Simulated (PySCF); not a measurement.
Simulated absorption spectrum

C9H10.
SMILES: `Cc1ccc2c(c1)CC2`

Computed, not measured: PySCF, TDDFT B3LYP/def2-SVPD, vertical, gas phase, core orbitals frozen in the response. Geometry: PBE0-D3(BJ)/def2-SVP; no solvent, vibrations or thermal averaging.

Each state is given a Gaussian of 0.3 eV full width at half maximum, with ε(max) = 2.175×10⁸ f / Δν̃ (Δν̃ the width in cm⁻¹). The width is an assumption, not a result. The curve ends short of the highest state used, and states not computed would add to its high-energy end.

λ (nm), ε (L mol⁻¹ cm⁻¹) and a bar:
```
    197.4       3538 #############################
    199.1       1291 ##########
    200.7        492 ####
    202.4        217 ##
    204.0        171 #
    205.7        237 ##
    207.4        401 ###
    209.0        634 #####
    210.7        924 #######
    212.3       1164 #########
    214.0       1306 ##########
    215.6       1292 ##########
    217.3       1132 #########
    218.9        895 #######
    220.6        625 #####
    222.2        404 ###
    223.9        232 ##
    225.6        130 #
    227.2         92 #
    228.9        111 #
    230.5        196 ##
    232.2        381 ###
    233.8        671 #####
    235.5       1118 #########
    237.1       1659 #############
    238.8       2308 ###################
    240.4       2905 #######################
    242.1       3417 ############################
    243.7       3695 ##############################
    245.4       3722 ##############################
    247.1       3478 ############################
    248.7       3055 #########################
    250.4       2490 ####################
    252.0       1932 ################
    253.7       1387 ###########
    255.3        960 ########
    257.0        614 #####
    258.6        382 ###
    260.3        219 ##
    261.9        124 #
    263.6         65 
    265.3         32 
    266.9         16 
    268.6          7
```

(1) Where are the band maxima, and which computed states make them?

(2) On this curve, what absorbance would a 10⁻³ mol/L sample give at 266 nm over a 1 cm path?

(3) Coming from long wavelengths, where does ε first pass 100 L mol⁻¹ cm⁻¹?

Results:

(1) 245 nm (5.07 eV), ε about 3700, made up of S1 (100%); 215 nm (5.78 eV), ε about 1300, made up of S2 (100%) (ε in L mol⁻¹ cm⁻¹; maxima over ε = 5, shares over 10%). At its high-energy end, 6.28 eV, the curve is still rising (ε about 3500, from S5). The states used: S1 5.07 eV (f 0.042); S2 5.78 eV (f 0.015); S3 6.18 eV (f 0.0010); S4 6.46 eV (f 0.0046); S5 6.57 eV (f 0.392); S6 6.64 eV (f 0.0016); S7 6.68 eV (f 0.415); S8 6.68 eV (f 0.332); S9 6.88 eV (f 0.0083).

(2) 266 nm is 4.661 eV, where ε is about 24 L mol⁻¹ cm⁻¹, so A = ε c l ≈ 0.024 (Beer–Lambert, with the gas-phase spectrum and the assumed width).

(3) At about 262 nm (4.72 eV), 0.34 eV below S1.

The vertical ionisation energy (ΔSCF) is 8.30 eV, 1.42 eV above S9.
